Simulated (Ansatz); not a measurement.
Ideal-gas functions of CCl2Se, SMILES `ClC(Cl)=[Se]` at 400 K and 1 bar, from an Ansatz frequency run at PBE0-D4/def2-TZVP.

Molar mass 161.88 g/mol, point group C2v (symmetry number 2), electronic degeneracy 1, moments of inertia 142.34, 276.373, 418.713 u Å². Harmonic wavenumbers (cm⁻¹, unscaled): 249, 264, 453, 459, 840, 1027.

Use S(trans) = R[1.5 ln M + 2.5 ln T − 1.1517]; rotational temperatures θ = 24.2544 K / I; S(rot) = R[ln(√π/σ · √(T³/θAθBθC)) + 1.5]; for each mode x = 1.438777 ν̃/T, S = R[x/(eˣ − 1) − ln(1 − e⁻ˣ)] and H = RT x/(eˣ − 1); 1 cm⁻¹ = 0.0119627 kJ/mol; R = 8.31446 J/(mol·K).

**Question.** By hand: the entropy, in J/(mol·K).

**Answer.** Translation 178.4. Rotation: θ = 0.1704, 0.0878, 0.0579 K, giving 115.5. Vibration, mode by mode: 9.50, 9.05, 5.12, 5.03, 1.70, 0.99, in all 31.4. Electronic 0.0. Sum 325.3 J/(mol·K).

**Question.** By hand: H − E and G − E in kJ/mol, counted from the electronic energy.

**Answer.** Zero-point energy ½ × 3292 × 0.0119627 = 19.7; thermal vibration 7.5; translation, rotation and pV give 4 RT = 13.3. H − E = 40.5 kJ/mol, and G − E = 40.5 − 400 × 325.3/1000 = -89.6 kJ/mol.

Vibration gives 10 % of the entropy.
